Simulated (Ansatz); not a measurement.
`NBBr` + NH₃ → `NBN` + HBr at 700 K and 1 bar (ligand exchange at a B–Br bond).

Program: Ansatz. Geometries: PBE0-D4/def2-TZVP. ΔE: electronic, gas phase. CCSD(T)/CBS is the MP2 limit (def2-TZVPP, def2-QZVPP) plus CCSD(T) − MP2 in def2-TZVPP, frozen cores. This one scheme is used for every species. For Br outer-core shells are correlated without core-valence functions, which leaves a few kJ/mol of doubt a bond. Scalar relativity is left out up to krypton. Each species was taken in one conformer, which may not be the lowest.

```json
{"species": "`NBBr`", "CCSD(T)/CBS energy (Eh)": "-2654.70322", "H − E (kJ/mol)": "151.4", "S (J/(mol·K))": "344.2"}
{"species": "NH₃", "CCSD(T)/CBS energy (Eh)": "-56.50880", "H − E (kJ/mol)": "116.9", "S (J/(mol·K))": "226.5"}
{"species": "`NBN`", "CCSD(T)/CBS energy (Eh)": "-137.29421", "H − E (kJ/mol)": "227.8", "S (J/(mol·K))": "341.6"}
{"species": "HBr", "CCSD(T)/CBS energy (Eh)": "-2573.91920", "H − E (kJ/mol)": "36.5", "S (J/(mol·K))": "223.7"}
```

H − E and S are ideal-gas, rigid-rotor, harmonic terms from PBE0-D4/def2-TZVP, for one conformer and one mirror image of each species. 1 Eh = 2625.50 kJ/mol, R = 8.31446 J/(mol·K).

Question: By hand: ΔE, ΔH, ΔS and ΔG.

Answer: ΔE = (-137.29421) + (-2573.91920) − (-2654.70322) − (-56.50880) = -0.00139 Eh = -3.6 kJ/mol. Δ(H − E) = 227.8 + 36.5 − 151.4 − 116.9 = -4.0, so ΔH = -7.6 kJ/mol. ΔS = 341.6 + 223.7 − 344.2 − 226.5 = -5.4 J/(mol·K). ΔG = -7.6 − 700 × (-5.4)/1000 = -3.8 kJ/mol.

Question: By hand: the equilibrium constant, and the temperature at which ΔG would vanish if ΔH and ΔS stayed fixed.

Answer: log₁₀ K = −ΔG/(RT ln 10) = 0.3. ΔG = 0 at ΔH/ΔS = 1407 K, though so small a ΔH makes that figure unsure.

TΔS isn't small against ΔH here. The sign of ΔG lies within the doubt. A doubt of 5 kJ/mol in ΔE shifts log₁₀ K by 0.4 here. Other conformers and mirror images would add mixing entropy, several J/(mol·K) or more a flexible species. These are equilibria of isolated gas molecules and say nothing of rates. Largest T1 diagnostic: 0.011 (customary marks: 0.02 for closed shells, 0.045 for open ones).
